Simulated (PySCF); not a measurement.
The group X on NC-X is varied. Gas-phase values, no solvent. Strings in code marks are SMILES.

The LUMO from two functionals at the same geometries (B3LYP-D3(BJ)/def2-TZVP), both in PySCF: PBE-D3(BJ)/def2-TZVP and B3LYP-D3(BJ)/def2-TZVP. B3LYP has the VWN-RPA correlation part, as in Gaussian. 

```tsv
species	PBE-D3(BJ)/def2-TZVP (eV)
X = hydroxy (`OC#N`)	-1.33
X = ethynyl	-2.59
X = isocyano	-3.29
X = thioformyl (`S=CC#N`)	-4.77
```

What does B3LYP-D3(BJ)/def2-TZVP give for each?


- X = hydroxy (`OC#N`): -0.83
- X = ethynyl: -1.85
- X = isocyano: -2.48
- X = thioformyl (`S=CC#N`): -4.11
Over these rows, drawn at random from the members with no instability flagged (it was tested for open shells, ions and some series alone), PBE minus B3LYP-D3(BJ): mean -0.68 eV, from -0.81 eV to -0.50 eV.
